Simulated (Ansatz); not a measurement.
Computed with Ansatz on PBE0-D4/def2-TZVP structures; ΔE is electronic, products minus reactants. CCSD(T)/CBS is the MP2 limit (def2-TZVPP, def2-QZVPP) plus CCSD(T) − MP2 in def2-TZVPP, frozen cores. DFT in def2-TZVPP. Elements past krypton have def2 core potentials. For Te outer-core shells are correlated without core-valence functions, which leaves a few kJ/mol of doubt a bond. Each species was taken in one conformer, which may not be the lowest.

`[OH][Al]([F])[TeH]` + `CNCO` → `C[NH][Al]([OH])[F]` + `OC[TeH]`  (formal exchange of groups at the Al–Te bond)

`[OH][Al]([F])[TeH]`:

Cartesian coordinates in Å:
```
O -0.110 -1.532 -0.451
Al -0.769 -0.059 0.021
F -2.403 0.047 0.135
Te 0.520 2.024 0.579
H 0.824 -1.703 -0.552
H 1.938 1.222 0.268
```

`CNCO`:

```xyz
11

C    -0.151   -0.786   -1.198
N    -0.042    0.429   -0.418
C     0.065    0.201    0.999
O     0.362    1.393    1.668
H    -0.251   -0.534   -2.255
H    -1.000   -1.429   -0.918
H     0.763   -1.376   -1.084
H    -0.829    1.041   -0.599
H     0.845   -0.561    1.147
H    -0.859   -0.173    1.465
H     1.096    1.796    1.193
```

`C[NH][Al]([OH])[F]`:

Cartesian coordinates in Å:
```
C -0.193 -0.529 -1.437
N -0.805 -0.207 -0.163
Al -0.020 0.431 1.268
O 1.640 0.732 1.237
F -0.916 0.727 2.621
H 0.876 -0.314 -1.401
H -0.303 -1.589 -1.693
H -0.616 0.060 -2.260
H -1.796 -0.390 -0.151
H 2.132 1.079 1.978
```

`OC[TeH]`:

Z-matrix (Å, degrees):
```
C
Te 1 2.178
O 1 1.388 2 115.2
H 1 1.088 2 105.4 3 -118.4
H 1 1.093 2 105.3 3 126.2
H 2 1.658 1 93.0 3 -98.8
H 3 0.961 1 109.1 2 58.2
```

**Question.** Is it downhill or uphill in electronic energy at CCSD(T)/CBS, and by how much? (Best estimate.)

**Answer.** Computed: Uphill: ΔE = +5.7 kcal/mol.

**Question.** What do these levels give: PBE-D4, ωB97X-V, PBE, MP2/def2-TZVPP, SCS-MP2/def2-TZVPP, CCSD/def2-TZVPP? (An estimate is asked.)

**Answer.** The calculation gave: PBE-D4 6.0, ωB97X-V 7.1, PBE 6.3, MP2/def2-TZVPP 5.8, SCS-MP2/def2-TZVPP 5.3, CCSD/def2-TZVPP 6.4 kcal/mol.

Largest T1 diagnostic among the species: 0.012.

From PBE to PBE0 (25 % exact exchange), in def2-TZVPP and without D4, ΔE moves by +1.7 kcal/mol. In def2-TZVPP, CCSD(T) changes the Hartree–Fock value by −3.3 kcal/mol (the triples alone add −0.4 kcal/mol) and MP2 by −3.5 kcal/mol.
